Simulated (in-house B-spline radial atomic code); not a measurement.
**Rh6+: [Kr] 4d3**

Method: Dirac-Kohn-Sham wB97X, spherical fractional occupations, Fermi nucleus of rms radius 4.4945 fm. Calculated with an all-electron radial atomic-structure program (B-spline basis).

Screening seen three ways: the hydrogenic charge with the same mean radius, Z_r = [3n² - l(l+1)]/(2<r>), the one with the same energy, Z_e = n√(-2ε), and Slater's rules. Values are occupation-weighted means over j. An effective charge above Z reflects the relativistic contraction of the inner shells.

```json
{"shell": "1s", "electrons": "2", "ε (eV)": "-23179", "<r> (bohr)": "0.03262", "Z_r": "45.98", "Z_e": "41.27", "Slater": "44.70"}
{"shell": "2s", "electrons": "2", "ε (eV)": "-3458.4", "<r> (bohr)": "0.1415", "Z_r": "42.40", "Z_e": "31.89", "Slater": "40.85"}
{"shell": "2p", "electrons": "6", "ε (eV)": "-3111", "<r> (bohr)": "0.1236", "Z_r": "40.47", "Z_e": "30.24", "Slater": "40.85"}
{"shell": "3s", "electrons": "2", "ε (eV)": "-704.2", "<r> (bohr)": "0.3896", "Z_r": "34.65", "Z_e": "21.58", "Slater": "33.75"}
{"shell": "3p", "electrons": "6", "ε (eV)": "-589.12", "<r> (bohr)": "0.3893", "Z_r": "32.11", "Z_e": "19.74", "Slater": "33.75"}
{"shell": "3d", "electrons": "10", "ε (eV)": "-404.19", "<r> (bohr)": "0.3693", "Z_r": "28.43", "Z_e": "16.35", "Slater": "23.85"}
{"shell": "4s", "electrons": "2", "ε (eV)": "-178.62", "<r> (bohr)": "0.952", "Z_r": "25.21", "Z_e": "14.49", "Slater": "17.25"}
{"shell": "4p", "electrons": "6", "ε (eV)": "-143.91", "<r> (bohr)": "1.024", "Z_r": "22.46", "Z_e": "13.01", "Slater": "17.25"}
{"shell": "4d", "electrons": "3", "ε (eV)": "-85.913", "<r> (bohr)": "1.212", "Z_r": "17.33", "Z_e": "10.05", "Slater": "8.30"}
```

The least bound orbital is 4d5/2 at -85.66 eV, and it is also the most diffuse (<r> = 1.215 bohr).

Spin-orbit splittings of the orbital energies (j = l + 1/2 above j = l - 1/2 when positive): 2p 144.7 eV, 3p 25.11 eV, 3d 4.951 eV, 4p 4.388 eV, 4d 0.6207 eV.

For the 1s electron the small component carries 2.71 % of the norm, the zero-frequency Breit interaction raises the level by 48.33 eV, self-energy by 26.78 eV, and vacuum polarisation lowers it by 3.253 eV.

Caution: exact exchange at fractional occupations of open shells leaves self-interaction of up to several eV.
